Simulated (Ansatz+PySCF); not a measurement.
Results of a calculation; reference values are marked as such.
## PySCF 2.14.0 run

```python
from pyscf import gto, scf, mp

mol = gto.M(atom="""
Al 0.022500 -0.035210 -0.027450
Cl 2.124400 -0.006750 -0.019720
Cl -1.047090 1.751460 -0.006670
Cl -1.050350 -1.845630 0.018390
""", basis='def2-svp', charge=0, spin=0)
mf = scf.RHF(mol)
mf.init_guess = 'minao'
mf.kernel()
while True:  # follow internal instabilities
    mo, _, stable, _ = mf.stability(return_status=True)
    if stable: break
    mf.kernel(mf.make_rdm1(mo, mf.mo_occ))
pt = mp.MP2(mf, frozen=20).run()
print(mf.e_tot, pt.e_corr, pt.e_tot)
print(-pt.nuc_grad_method().kernel() * 51.422067)  # forces in eV/Å
```

The script is written out from the run's settings.

Output:

- Converged: yes
- Reference energy: -1620.13446 hartree
- Correlation energy: -0.44618 hartree
- Total energy: -1620.58064 hartree
- Spin squared of the determinant: 0.000

Forces (eV/Å):
```json
{"atom": "Al1", "Fx": "0.079", "Fy": "-0.290", "Fz": "0.102"}
{"atom": "Cl2", "Fx": "-0.537", "Fy": "-0.044", "Fz": "-0.030"}
{"atom": "Cl3", "Fx": "0.109", "Fy": "-0.108", "Fz": "-0.031"}
{"atom": "Cl4", "Fx": "0.348", "Fy": "0.442", "Fz": "-0.041"}
```
